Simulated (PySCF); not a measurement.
Mapped SMILES: `[CH2:1]=[CH:2][O:3][SiH2:4][C:5]#[C:6][CH3:7]`. Hydrogens are named by the atom that carries them. Ha(C1) is cis to O3; Hb(C1) is trans to O3.

PySCF calculation with structure optimised with PBE0-D3(BJ)/def2-SVP and σ from GIAO-PBE0/pcSseg-1; averaged over atoms made equivalent by symmetry, fast rotation or ring inversion, non-relativistic, in vacuum, one conformer.

δ = σ(ref) − σ, references computed at the same level: TMS for ¹³C (σref 184.41) and ¹H (σref 31.27) and ²⁹Si (σref 351.99); ¹⁷O (σref 334.56) vs H2O.

```json
{"atoms": "H(Si4)", "nucleus": "¹H", "count": "2", "Hirshfeld charge": "-0.07", "δ (ppm)": "?"}
{"atoms": "C5", "nucleus": "¹³C", "count": "1", "Hirshfeld charge": "-0.19", "δ (ppm)": "?"}
{"atoms": "Ha(C1)", "nucleus": "¹H", "count": "1", "Hirshfeld charge": "0.04", "δ (ppm)": "?"}
{"atoms": "C2", "nucleus": "¹³C", "count": "1", "Hirshfeld charge": "0.03", "δ (ppm)": "157.5"}
{"atoms": "H(C7)", "nucleus": "¹H", "count": "3", "Hirshfeld charge": "0.07", "δ (ppm)": "2.00"}
{"atoms": "O3", "nucleus": "¹⁷O", "count": "1", "Hirshfeld charge": "-0.20", "δ (ppm)": "120.9"}
{"atoms": "H(C2)", "nucleus": "¹H", "count": "1", "Hirshfeld charge": "0.05", "δ (ppm)": "6.55"}
{"atoms": "C7", "nucleus": "¹³C", "count": "1", "Hirshfeld charge": "-0.09", "δ (ppm)": "5.8"}
{"atoms": "Si4", "nucleus": "²⁹Si", "count": "1", "Hirshfeld charge": "0.41", "δ (ppm)": "?"}
{"atoms": "C6", "nucleus": "¹³C", "count": "1", "Hirshfeld charge": "-0.01", "δ (ppm)": "116.0"}
{"atoms": "C1", "nucleus": "¹³C", "count": "1", "Hirshfeld charge": "-0.15", "δ (ppm)": "96.1"}
{"atoms": "Hb(C1)", "nucleus": "¹H", "count": "1", "Hirshfeld charge": "0.05", "δ (ppm)": "4.29"}
```

Question: Fill in the missing shifts.

Answer: 
- C5: 81.7 ppm, alkyne carbon; the triple bond shields along its axis, which puts it between sp3 and sp2 carbons
- H(Si4): 4.88 ppm, hydrogen on a silicon bonded to C, O
- Ha(C1): 4.61 ppm, hydrogen on a β carbon of an enol-ether or enamine type C=C; lone-pair donation from O or N shields it, upfield of ordinary alkene protons
- Si4: -52.0 ppm, silicon bonded to C, O, 2 H

Shifts are as computed. Against solution values, carbons near 30 ppm lie about +2 ppm off and those near 130 ppm about +5 ppm. Of 1211 compounds with measured shifts, 218 miss one by over three times the rms of a fit or turn the order of signals round; such compounds aren't used in these exercises. Experimental scales use liquid or dissolved standards, which lie at an offset from isolated H2O (liquid H2O: subtract about 36 ppm).
